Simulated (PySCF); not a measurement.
C7H12BN.
Geometry (PBE0-D3(BJ)/def2-SVP, Å), atoms numbered from 1 in this order:
```
atom  x, y, z in Å
B1     1.8183    2.1782    0.6432
C2     1.7299    0.8132    0.0087
C3     2.7937    0.0449   -0.5013
C4     2.2851   -1.1591   -0.9995
C5     0.9081   -1.1166   -0.7907
N6     0.5810    0.0479   -0.1953
C7    -0.7768    0.4419    0.1683
C8    -1.3672   -0.5146    1.1953
C9    -1.6504    0.5933   -1.0696
H10    0.8530    2.7785    1.0609
H11    2.9082    2.6937    0.7386
H12    3.8338    0.3666   -0.4920
H13    2.8330   -1.9788   -1.4607
H14    0.1499   -1.8587   -1.0376
H15   -0.6650    1.4285    0.6376
H16   -2.3514   -0.1543    1.5291
H17   -0.7118   -0.5956    2.0746
H18   -1.5053   -1.5234    0.7753
H19   -1.1905    1.2872   -1.7880
H20   -1.8039   -0.3730   -1.5751
H21   -2.6396    0.9870   -0.7924
```

Level of theory: TDDFT PBE0/def2-SVPD, vertical, gas phase, core orbitals frozen in the response in PySCF.

Computed states:

| state | E (eV) | f |
| --- | --- | --- |
| S1 | 4.69 | 0.190 |
| S2 | 4.83 | 0.170 |
| S3 | 5.71 | 0.0000 |
| S4 | 6.28 | 0.0004 |
| S5 | 6.40 | 0.0051 |
| S6 | 6.72 | 0.0021 |
| S7 | 6.90 | 0.022 |
| S8 | 6.98 | 0.054 |
| S9 | 7.07 | 0.0000 |
| S10 | 7.18 | 0.0007 |

Broadening: Gaussians 0.5 eV wide at half height, area fixed by f = 4.319×10⁻⁹ ∫ε dν̃. The width is an assumption, not a result. The curve ends short of the highest state used, and states not computed would add to its high-energy end.

Problem. What does the envelope look like, and where are its maxima?

Solution. 
(λ (nm), ε (L mol⁻¹ cm⁻¹)): (188.5, 1140), (192.1, 598), (195.7, 368), (199.3, 231), (202.9, 127), (206.5, 58), (210.1, 22), (213.7, 8), (217.3, 5), (220.9, 13), (224.5, 53), (228.1, 189), (231.6, 541), (235.2, 1349), (238.8, 2864), (242.4, 5255), (246.0, 8440), (249.6, 12006), (253.2, 15283), (256.8, 17574), (260.4, 18409), (264.0, 17695), (267.6, 15713), (271.2, 12967), (274.8, 9998), (278.4, 7238), (282.0, 4943), (285.6, 3197), (289.2, 1967), (292.8, 1155), (296.4, 649), (300.0, 351), (303.6, 183), (307.2, 92), (310.8, 45), (314.4, 21)

Maxima: 261 nm (4.76 eV), ε about 18000, made up of S1 (53%) and S2 (47%) (ε in L mol⁻¹ cm⁻¹; maxima over ε = 5, shares over 10%). At its high-energy end, 6.58 eV, the curve is still rising (ε about 1200, from S5, S7 and S8).

Problem. On this curve, what absorbance would a 10⁻⁴ mol/L sample give at 248 nm over a 1 cm path?

Solution. 248 nm is 4.999 eV, where ε is about 10000 L mol⁻¹ cm⁻¹, so A = ε c l ≈ 1 (Beer–Lambert, with the gas-phase spectrum and the assumed width).

Problem. Coming from long wavelengths, where does ε first pass 100 L mol⁻¹ cm⁻¹?

Solution. At about 307 nm (4.04 eV), 0.65 eV below S1.

Problem. What would ε be at 4.76 eV, the highest of these maxima, with half the width (0.25 eV)?

Solution. About 31300 L mol⁻¹ cm⁻¹ against 18400, a factor of about 1.7; a lone state at its own centre would give exactly 2.

All these states lie below the vertical ionisation energy of 8.44 eV (ΔSCF).

One conformer stands for the species.
